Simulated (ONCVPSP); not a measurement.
# u(r) = r·R(r): atom against pseudo-atom (La)

Columns: radius, all-electron u(r) and pseudo u(r) of the 5s shell (level -37.36 eV) of lanthanum in the configuration [Kr] 4d10 5s2 5p6 5d2 6s1; PBEsol, scalar-relativistic, ONCV scheme, ONCVPSP 4.0.1.

```json
{"r (bohr)": "0.200", "all-electron": "0.3408", "pseudo": "0.1659"}
{"r (bohr)": "0.400", "all-electron": "-0.3172", "pseudo": "0.3313"}
{"r (bohr)": "0.600", "all-electron": "-0.4420", "pseudo": "0.4914"}
{"r (bohr)": "0.800", "all-electron": "0.0792", "pseudo": "0.6357"}
{"r (bohr)": "1.000", "all-electron": "0.5868", "pseudo": "0.7498"}
{"r (bohr)": "1.200", "all-electron": "0.8700", "pseudo": "0.8198"}
{"r (bohr)": "1.400", "all-electron": "0.9517", "pseudo": "0.8380"}
{"r (bohr)": "1.600", "all-electron": "0.9054", "pseudo": "0.8053"}
{"r (bohr)": "1.800", "all-electron": "0.7952", "pseudo": "0.7315"}
{"r (bohr)": "2.000", "all-electron": "0.6639", "pseudo": "0.6320"}
{"r (bohr)": "2.200", "all-electron": "0.5357", "pseudo": "0.5231"}
{"r (bohr)": "2.400", "all-electron": "0.4219", "pseudo": "0.4183"}
{"r (bohr)": "2.600", "all-electron": "0.3265", "pseudo": "0.3259"}
{"r (bohr)": "2.800", "all-electron": "0.2494", "pseudo": "0.2494"}
{"r (bohr)": "3.000", "all-electron": "0.1887", "pseudo": "0.1887"}
{"r (bohr)": "3.200", "all-electron": "0.1417", "pseudo": "0.1417"}
{"r (bohr)": "3.400", "all-electron": "0.1058", "pseudo": "0.1058"}
{"r (bohr)": "3.600", "all-electron": "0.0787", "pseudo": "0.0787"}
{"r (bohr)": "3.800", "all-electron": "0.0583", "pseudo": "0.0583"}
{"r (bohr)": "4.000", "all-electron": "0.0430", "pseudo": "0.0430"}
{"r (bohr)": "4.200", "all-electron": "0.0317", "pseudo": "0.0317"}
{"r (bohr)": "4.400", "all-electron": "0.0233", "pseudo": "0.0233"}
{"r (bohr)": "4.600", "all-electron": "0.0171", "pseudo": "0.0171"}
{"r (bohr)": "4.800", "all-electron": "0.0125", "pseudo": "0.0125"}
{"r (bohr)": "5.000", "all-electron": "0.0092", "pseudo": "0.0092"}
{"r (bohr)": "5.200", "all-electron": "0.0067", "pseudo": "0.0067"}
```

How many radial nodes do the two functions have?

The all-electron 5s function has n − l − 1 = 4 (the table is too coarse to show those close to the nucleus); the pseudo-wave has 0, since the states of the same l below it are removed with the core.

At about which radius was the pseudo-wave matched?

2.95 bohr, where the columns begin to agree (steps of 0.20 bohr).

Where does each function peak?

Outermost all-electron maximum near 1.40 bohr, pseudo maximum near 1.40 bohr (to the table’s step).

Is the pseudo-wave norm-conserving?

Yes: the ONCV scheme keeps the norm inside the radius equal to the all-electron one, which fixes the energy derivative of the logarithmic derivative at the level.
